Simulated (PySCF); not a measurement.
B3LYP has the VWN-RPA correlation part, as in Gaussian. Delta-SCF ions had no search for a lower state. Excitations are Tamm–Dancoff values on a coarser integration grid. The basis has no diffuse functions, so Rydberg states are missing or too high.

Cartesian coordinates (Å):
```xyz
11

C      2.5930    -0.3630    -0.4736
C      1.4841     0.0945    -0.4816
C      0.1295     0.6388    -0.4636
C     -0.7044     0.0837     0.6631
C     -1.8746    -0.5147     0.4996
H      3.5755    -0.7663    -0.4748
H      0.1939     1.7287    -0.3656
H     -0.3605     0.4393    -1.4203
H     -0.2863     0.2015     1.6576
H     -2.3089    -0.6555    -0.4838
H     -2.4411    -0.8871     1.3431
```
Charge 0, spin multiplicity 1.

Question: What HOMO–LUMO gap, dipole moment, S1 excitation (TDA), HOMO, vertical ionisation energy (Delta-SCF), total energy, LUMO and T1 excitation (TDA) does B3LYP-D3(BJ)/def2-TZVP run with PySCF give?

Answer: 
The HOMO–LUMO gap is 7.20 eV. The dipole moment is 0.59 D and the S1 excitation (TDA) comes out as 6.32 eV. The HOMO is -7.39 eV and the vertical ionisation energy (Delta-SCF) comes out as 9.57 eV. The total energy is -194.1372 Ha, the LUMO is -0.18 eV and the T1 excitation (TDA) comes out as 4.51 eV.
